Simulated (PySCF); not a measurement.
# Excitation energy of Au(2+) by level of theory

Au(2+) [Xe] 4f14 5d9 (2D) → Au(2+) [Xe] 4f14 5d8 6p1 (high-spin determinant), as a difference of total energies. Calculation: PySCF 2.14, in def2-TZVPPD with the def2 core potential (60 electrons) (6s5p3d2f1g, 59 functions); scalar relativity through the core potential. Correlated levels: valence: 5s2 5p6 frozen; valence and next inner shell: nothing frozen outside the core potential. The calculations carry no spin-orbit coupling.

```csv
method,excitation energy (eV)
UHF,12.057
LDA,12.739
PBE,12.526
PBE0,12.634
r2SCAN,12.388
MN15,13.034
TPSS,12.411
wB97X-V,12.982
r2SCANh,12.437
MP2 (valence),12.984
SCS-MP2 (valence),13.075
MP2 (valence and next inner shell),12.841
SCS-MP2 (valence and next inner shell),12.851
```

Problem. How much does correlation contribute at MP2 (valence and next inner shell)?

Solution. 12.841 − (12.057) = 0.784 eV, measured against UHF.

The determinant of the upper state mixes LS terms, which raises its energy above the lowest term, most at the Hartree-Fock and MP2 levels.
